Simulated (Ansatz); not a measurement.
Relaxation of CH$_{8}$AlFOSi (13 atoms, charge 0, multiplicity 1), to a largest force component of 0.03 eV/Å in at most 50 steps.

Method: RKS B3LYP-D4/cc-pVDZ (Ansatz 0.2.0).

```xyz
13
Properties=species:S:1:pos:R:3:forces:R:3
Al 1.167 0.513 0.525 0.06 -0.88 0.59
F 1.439 -1.010 1.336 0.15 0.96 -0.34
C 1.514 0.664 -1.376 -0.02 0.00 -0.08
O 0.642 1.869 1.455 0.04 -0.05 -0.05
H -0.582 -1.110 0.492 0.66 0.02 0.10
Si -2.000 -1.201 0.187 -0.92 -0.02 -0.19
H 2.527 1.054 -1.579 -0.03 0.02 0.05
H 1.436 -0.318 -1.873 -0.02 0.04 0.03
H 0.792 1.357 -1.841 0.04 -0.02 -0.01
H 0.498 1.874 2.410 0.03 -0.09 -0.09
H -2.679 -1.898 1.322 0.01 0.02 -0.03
H -2.192 -1.967 -1.082 0.02 0.01 0.02
H -2.563 0.174 0.027 -0.01 -0.01 -0.01
```

Where does it end, and by what steps?

It converged. After 21 steps the energy has fallen by 0.222 eV; H11 moved furthest, 1.16 Å.

```tsv
step	energy less start (eV)	largest force component (eV/Å)	accepted
0	0.0000	0.959	yes
1	-0.0743	0.789	yes
2	-0.1046	0.834	yes
3	-0.1235	0.759	yes
4	-0.1381	0.576	yes
5	-0.1518	0.418	yes
6	-0.1653	0.155	yes
7	-0.1692	0.104	yes
8	-0.1752	0.126	yes
9	-0.1806	0.280	yes
10	-0.1900	0.207	yes
11	-0.2034	0.102	yes
12	-0.2111	0.179	yes
13	-0.2149	0.101	yes
14	-0.2177	0.058	yes
15	-0.2191	0.045	yes
16	-0.2197	0.075	yes
17	-0.2206	0.063	yes
18	-0.2212	0.034	yes
19	-0.2217	0.031	yes
20	-0.2219	0.054	yes
21	-0.2221	0.025	yes
```

```xyz
13
Properties=species:S:1:pos:R:3
Al 1.108 0.297 0.466
F 1.917 -0.883 1.385
C 1.637 0.705 -1.356
O -0.034 1.305 1.302
H -0.513 -1.108 -0.171
Si -1.963 -0.983 0.240
H 2.550 1.326 -1.366
H 1.855 -0.211 -1.929
H 0.845 1.267 -1.877
H -0.182 1.200 2.250
H -2.046 -1.016 1.728
H -2.653 -2.174 -0.342
H -2.521 0.274 -0.329
```

Run time: 75 s on 2 threads of Arm Neoverse V2, on a shared host, peak memory 0.28 GiB.
